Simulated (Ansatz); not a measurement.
```xyz
7

C     0.0000    0.0315   -0.6953
N     0.0000    0.0705    0.7510
H     0.0000   -0.9776   -1.1599
H    -0.8819    0.5659   -1.0833
H     0.8819    0.5659   -1.0833
H    -0.8127   -0.4182    1.1206
H     0.8127   -0.4182    1.1206
```

Basis set: cc-pVDZ (spherical functions). Left uncorrelated: 2 orbitals. Charge 0, multiplicity 1.

Computed with Ansatz (development build ahead of 0.2.0); each method stands on the lowest determinant of its kind that the runs found. Restricted open shells among the atoms or ions are ROHF, correlated in semicanonical orbitals with singles.

Task: Give the atomization energy at this shape (free ground-state atoms in the same class of orbitals less the molecule, no zero-point energy) of singlet CH₅N by RHF-MP2, RHF.

Result:

```json
{"method": "RHF-MP2", "atomization energy": "23.17 eV"}
{"method": "RHF", "atomization energy": "17.80 eV"}
```
